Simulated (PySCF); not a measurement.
Compound: C₄H₇NOS₂.
Structure used (PBE0-D3(BJ)/def2-SVP), in Å, numbered top down from 1:
```
atom  x, y, z in Å
N1     2.7434   -0.3989   -0.3763
C2     1.4556   -0.0598   -0.6309
O3     1.1402    0.9750   -1.1758
C4     0.4344   -1.0889   -0.1357
S5    -1.0288   -1.1821   -1.1820
C6    -1.7968    0.2469   -0.3724
C7    -1.7395    0.0018    1.1235
S8    -0.0778   -0.6106    1.5687
H9     3.4618    0.2828   -0.5836
H10    2.9949   -1.2369    0.1262
H11    0.8677   -2.1004   -0.0915
H12   -2.8349    0.3200   -0.7306
H13   -1.2393    1.1486   -0.6612
H14   -2.4824   -0.7498    1.4287
H15   -1.9153    0.9310    1.6873
```

All values: CAM-B3LYP/def2-SVPD (PySCF, non-relativistic), on one gas-phase PBE0-D3(BJ)/def2-SVP geometry that isn't relaxed in the solvent. The solvent is an IEF-PCM continuum (Bondi radii, 1.10 Å for H, scaled by 1.2), and excitations are vertical TDDFT with non-equilibrium linear response and a frozen core. Only the electrostatic response of the medium enters.

Gas-phase singlets (H = HOMO, L = LUMO):

```tsv
state	E (eV)	λ (nm)	f	leading configurations
S1	4.903	253	0.001	H→L 43%, H-1→L 17%
S2	5.108	243	0.002	H-1→L 35%, H→L 11%
S3	5.403	229	0.008	H-1→L+1 43%, H-2→L+1 22%
S4	5.754	215	0.010	H→L+1 72%, H-1→L 17%
S5	6.110	203	0.003	H-2→L+1 30%, H→L+2 22%
```

Question: How does the list change in benzene (ε = 2.271)?

Answer: 
| state | E (eV) | λ (nm) | f | leading configurations | change by rank (eV) |
| --- | --- | --- | --- | --- | --- |
| S1 | 4.939 | 251 | 0.002 | H→L 60%, H-1→L 15% | +0.036 |
| S2 | 5.154 | 241 | 0.003 | H-1→L 37%, H-1→L+1 16% | +0.046 |
| S3 | 5.465 | 227 | 0.013 | H-1→L+1 41%, H-2→L+1 16% | +0.062 |
| S4 | 5.812 | 213 | 0.014 | H→L+1 66%, H-1→L 21% | +0.058 |
| S5 | 6.181 | 201 | 0.003 | H→L+2 26%, H-2→L+1 24% | +0.071 |

Question: What are the lowest 5 singlets in methanol (ε = 32.61)?

Answer: 
```
state  E (eV)  λ (nm)      f  leading configurations  change by rank (eV)
   S1   5.012     247  0.002                 H→L 78%               +0.109
   S2   5.258     236  0.003  H-1→L+1 48%, H-1→L 24%               +0.150
   S3   5.561     223  0.013  H-1→L+1 22%, H→L+1 20%               +0.158
   S4   5.898     210  0.012    H→L+1 50%, H-1→L 32%               +0.144
   S5   6.290     197  0.002  H→L+2 21%, H-3→L+1 14%               +0.180
```

Question: How do the frontier levels move from gas to methanol?

Answer: 
| orbital | gas (eV) | solvent (eV) | change (eV) |
| --- | --- | --- | --- |
| LUMO+2 | 1.04 | 1.16 | +0.12 |
| LUMO+1 | 0.85 | 0.90 | +0.05 |
| LUMO | 0.61 | 0.76 | +0.15 |
| HOMO | -7.99 | -8.08 | -0.09 |
| HOMO-1 | -8.08 | -8.18 | -0.10 |
| HOMO-2 | -9.44 | -9.55 | -0.11 |
| HOMO-3 | -9.66 | -9.67 | -0.01 |

The HOMO–LUMO gap goes from 8.60 to 8.84 eV. Rows go by rank; for HOMO-3, HOMO-2, HOMO-1, HOMO, LUMO, LUMO+1 and LUMO+2 the atom shares or the degeneracy differ between the runs, so the row needn't follow one orbital.
